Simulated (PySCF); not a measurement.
C6H4F2, SMILES C#C[C@H](F)C=C=CF.

Geometry: PBE0-D3(BJ)/def2-SVP. The structure was generated by enumeration; whether it is a known compound was not checked. The values are those of a single conformer.

Two levels are set side by side: PBE/def2-TZVP (PySCF) and CAM-B3LYP/def2-TZVP (PySCF). Same geometry, gas phase. Differences are taken from unrounded values.

| quantity | CAM-B3LYP | PBE | PBE minus CAM-B3LYP |
|---|---|---|---|
| orbital gap (eV) | 9.30 | 4.53 | -4.77 |
| highest occupied level (eV) | -8.94 | -6.31 | 2.63 |
| lowest empty level (eV) | 0.35 | -1.79 | -2.14 |
| dipole moment (D) | 2.64 | 2.33 | -0.31 |

Without exact exchange PBE keeps part of each electron's self-repulsion, which lifts occupied levels and narrows the gap. Differences between two approximate levels are no errors against the true value.

Rough cost on one machine, each run with all the roots and properties that it gave: CAM-B3LYP against PBE within a factor of 2.
